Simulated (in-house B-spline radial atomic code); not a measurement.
Successive ionisation energies of selenium; each step leads to the configuration of the next row (after the last: [Ar] 3d4). Dirac energy differences include first-order Breit, QED and recoil terms. NIST's values go from ground level to ground level; the uncertainty of those that are theory runs from under 0.1 % in few-electron ions to several per cent in heavy many-electron ones. Computed with an all-electron radial atomic-structure program (B-spline basis): Dirac-Hartree-Fock, average of the configuration, finite nuclei.

```
  ion      configuration  ionisation energy (eV)  tabulated value (eV)    tabulated kind  computed minus tabulated (eV)  highest orbital  largest mean radius (bohr)
   Se  [Ar] 3d10 4s2 4p4                     9.9              9.752368          measured                            0.2            4p3/2                      2.3167
  Se+  [Ar] 3d10 4s2 4p3                       ?                     ?          measured                              ?                ?                           ?
 Se2+  [Ar] 3d10 4s2 4p2                    30.2                31.697          measured                           -1.5            4p3/2                      2.0144
 Se3+  [Ar] 3d10 4s2 4p1                       ?                     ?          measured                              ?                ?                           ?
 Se4+      [Ar] 3d10 4s2                    65.6                  68.3    semi-empirical                           -2.7            4s1/2                       1.621
 Se5+      [Ar] 3d10 4s1                    80.7                 81.83          measured                           -1.1            4s1/2                      1.5659
 Se6+          [Ar] 3d10                       ?                     ?          measured                              ?                ?                           ?
 Se7+           [Ar] 3d9                   186.7                   184  tabulated theory                            2.7            3d5/2                     0.59166
 Se8+           [Ar] 3d8                   221.7                   219  tabulated theory                            2.7            3d5/2                     0.57254
 Se9+           [Ar] 3d7                   258.6                   255  tabulated theory                            3.6            3d5/2                     0.56365
Se10+           [Ar] 3d6                   297.3                   291  tabulated theory                            6.3            3d5/2                     0.55534
Se11+           [Ar] 3d5                   337.7                 342.9  tabulated theory                           -5.2            3d5/2                     0.54709
```

(1) Fill in the row of Se+.

(2) Fill in the row of Se3+.

(3) Fill in the row of Se6+.

(4) Where is the largest jump?

Where a p, d or f electron is removed, the computed value is a mean over both j, so it misses the tabulated one by a part of the spin-orbit splitting; averaging over terms and missing correlation add to the gap, relatively most at low charge.

Answers

(1) ionisation energy (eV): 19.5; tabulated value (eV): 21.196; computed minus tabulated (eV): -1.7; highest orbital: 4p3/2; largest mean radius (bohr): 2.1434.

(2) ionisation energy (eV): 41.8; tabulated value (eV): 42.947; computed minus tabulated (eV): -1.1; highest orbital: 4p3/2; largest mean radius (bohr): 1.9112.

(3) ionisation energy (eV): 153.6; tabulated value (eV): 155.327; computed minus tabulated (eV): -1.8; highest orbital: 3d5/2; largest mean radius (bohr): 0.61289.

(4) From Se to Se+, by a factor of 1.97 (9.9059 to 19.518 eV); the highest orbital goes from 4p3/2 to 4p3/2.
